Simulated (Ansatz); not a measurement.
H5N2OSTa, SMILES `[NH2][Ta]([NH2])([OH])=[S]` at its PBE0-D4/def2-TZVP geometry, where that method's forces vanish. Total charge 0; spin multiplicity 1. Ta takes the def2 core potential.

```xyz
10

N     0.1854    0.4518   -1.7240
Ta    0.2933   -0.2731    0.1096
N    -0.5059    0.9690    1.4203
O    -0.7213   -1.8821    0.1510
S     2.3882   -0.5231    0.6114
H     0.9819    0.7204   -2.2816
H    -0.6727    0.6358   -2.2240
H    -1.4781    1.2421    1.4410
H     0.0088    1.4457    2.1450
H    -0.4797   -2.7864    0.3514
```

What forces (eV/Å) does PBE-D4/def2-TZVPP give on these atoms in Ansatz 0.2.0? (An estimate is asked.)

Ansatz gave: 
```
N1   0.018 -0.050  0.083
Ta2 -0.083  0.051 -0.027
N3   0.046 -0.072 -0.048
O4  -0.352  0.087 -0.091
S5   0.447 -0.042  0.105
H6   0.256  0.100 -0.213
H7  -0.282  0.074 -0.186
H8  -0.327  0.108  0.021
H9   0.153  0.177  0.258
H10  0.124 -0.435  0.098
```
